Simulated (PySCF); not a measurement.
## Computed data sheet: `CC(C)O[SiH3]`

Compound: C3H10OSi.
Cartesian coordinates in Å at the GFN2-xTB level; atoms count from 1:
```
atom  x, y, z in Å
C1    -0.728    1.270    0.446
C2    -0.324   -0.196    0.578
C3    -1.531   -1.118    0.423
O4     0.615   -0.550   -0.401
Si5    2.129   -0.059   -0.668
H6    -1.479    1.521    1.190
H7    -1.133    1.449   -0.547
H8     0.139    1.909    0.589
H9     0.128   -0.352    1.569
H10   -1.221   -2.155    0.519
H11   -2.274   -0.897    1.185
H12   -1.973   -0.980   -0.560
H13    2.965   -0.231    0.526
H14    2.479   -0.956   -1.757
H15    2.203    1.354   -1.056
```

GFN2-xTB geometry:

| Item | Value |
| --- | --- |
| Point group of the GFN2-xTB geometry | C1 |
| Rotational constants A, B, C of the GFN2-xTB geometry | 7.528, 2.296, 1.897 GHz |

PBE0/def2-SVPD ground state and vertical TDDFT (core frozen in the response) (PySCF):

| Quantity | Value |
| --- | --- |
| Dipole moment | 1.18 D |
| HOMO energy | -8.01 eV |
| LUMO energy | 0.31 eV |
| HOMO–LUMO gap | 8.32 eV |
| Lowest singlet excitation | 6.93 eV (179 nm, f = 0.001) |
| Strongest line among the 8 lowest singlet transitions | S6 at 8.28 eV (150 nm, f = 0.039) |
| Lowest triplet excitation (Tamm–Dancoff) | 6.64 eV |
| Static isotropic polarisability | 67.9 au |
| Electronic spatial extent ⟨r²⟩ about the centre of nuclear charge | 700 bohr² |

PBE0/pcSseg-1 ground state and GIAO shieldings, non-relativistic (PySCF):

| Property | Result |
| --- | --- |
| Lowest Hirshfeld atomic charge | -0.22 e on O4 |
| Highest Hirshfeld atomic charge | +0.38 e on Si5 |
| 13C chemical shifts (computed TMS as zero) by class | 70.1 (C2), 26.7 (C1/C3) ppm |
| 1H chemical shifts (computed TMS as zero) by class | 4.91 (H13/H14/H15), 4.00 (H9), 1.23 (H6/H7/H8/H10/H11/H12) ppm |
| Isotropic shieldings of nuclei other than C and H, by class | 291 (O4), 395 (Si5) ppm |
| Mayer bond orders between heavy atoms | C1–C2 1.04, C2–C3 1.03, C2–O4 0.85, O4–Si5 0.99 |

delta-SCF UKS SCAN, pcX-2 on the ionised atom, pcseg-1 elsewhere, spin-free X2C; 2p3/2 from a spin–orbit splitting computed afterwards within the 2p shell (PySCF):

| Property | Result |
| --- | --- |
| Core binding energies | Si2p3/2 107.1 (Si5), C1s 290.6 (C1/C3), C1s 292.2 (C2), O1s 537.8 (O4), Si1s 1846.9 (Si5) eV |

Monoisotopic mass (most abundant isotopes): 90.0501 u.

With B = h/(8π²I), that is 505.379 GHz u Å² over I, the principal moments of inertia are 67.1, 220.1 and 266.4 u Å² (most abundant isotopes). The principal polarisabilities are 61.5, 66.4 and 75.7 au; their mean is the isotropic value. No computed singlet falls in the visible range (750 to 380 nm, 1.65 to 3.26 eV); S1 lies 3.67 eV above its blue end. The vertical singlet–triplet gap S1 − T1 is 0.29 eV (TDDFT singlet less Tamm–Dancoff triplet; S1: HOMO→LUMO, weight 0.96; T1: HOMO→LUMO, weight 0.90). The polarisability is 10.06 Å³ as a volume (1 au = 0.148185 Å³), or 1.36 au for each of the 50 electrons.

Geometry: GFN2-xTB, one conformer, isolated molecule. NMR classes are plain means over equivalent atoms (diastereotopic ones count apart unless rotation or inversion swaps them), as if these changed places fast; in this geometry the members of some classes differ.

For the core-ionisation job (SCAN ΔSCF), the run took 66 s on an x86-64 server with one thread (shared host).
